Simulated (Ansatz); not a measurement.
Reactions of C$_{3}$H$_{8}$Si (`C=C(C)[SiH3]`).

Calculated with Ansatz (gas phase, PBE0-D4/def2-TZVP geometries, no zero-point term in ΔE). CBS: MP2 limit from def2 TZ/QZ plus the TZ coupled-cluster correction, frozen cores. This one scheme is used for every species. DFT in def2-TZVPP. Triplets are unrestricted, without spin–orbit coupling. For Zn outer-core shells are correlated without core-valence functions, which leaves a few kJ/mol of doubt a bond. Scalar relativity is left out up to krypton. One conformer a species, not always the lowest.

| reaction | PBE0-D4 (eV) | r2SCAN-D4 (eV) |
| --- | --- | --- |
| `C=C(C)[SiH3]` + `COC=O` → `COC(C)=O` + `C=C[SiH3]` | -0.19 | -0.21 |
| `C=C(C)[SiH3]` → `C=C[SiH3]` + `[CH2]` (triplet) | 4.60 | 4.39 |
| `C=C(C)[SiH3]` + `C[O][ZnH]` → `[SiH3]C[O][ZnH]` + `C=CC` | 0.09 | 0.07 |
| `C=C(C)[SiH3]` → `C=CC` + `[SiH2]` | 2.53 | 2.61 |
| `C=C(C)[SiH3]` + `[NH2][AlH2]` → `C=C([SiH3])[NH][AlH2]` + CH₄ | -0.01 | -0.02 |

Give the CCSD(T)/CBS values in the same order. (Estimate.)

The calculation gave: -0.21, 4.60, 0.11, 2.41, 0.08 eV.

Largest T1 diagnostic: 0.017, for `C[O][ZnH]`.
